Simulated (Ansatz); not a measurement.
Program: Ansatz 0.2.0.

Basis-set series for CH2AlFOSeSi (`O=[C]1[AlH][Se][SiH]1F`). Charge 0, multiplicity 1. All single points use the PBE0-D4/def2-TZVP geometry.

```csv
functional,basis,functions,energy (Eh),HOMO (eV),LUMO (eV)
PBE0-D4,def2-TZVPP,253,-3147.33327,-6.35,-2.96
PBE0-D4,def2-QZVPP,460,-3147.41247,-6.37,-2.99
ωB97M-V,def2-TZVPP,253,-3147.84394,-8.43,-0.97
ωB97M-V,def2-QZVPP,460,-3147.91967,-8.46,-1.01
```

(1) Give the rows for def2-SVP. (An estimate is asked.)

## Answers

(1) The calculation gave: 
```csv
functional,basis,functions,energy (Eh),HOMO (eV),LUMO (eV)
PBE0-D4,def2-SVP,120,-3146.58756,-6.28,-2.85
ωB97M-V,def2-SVP,120,-3147.09523,-8.33,-0.83
```

Scalar relativity is left out up to krypton.
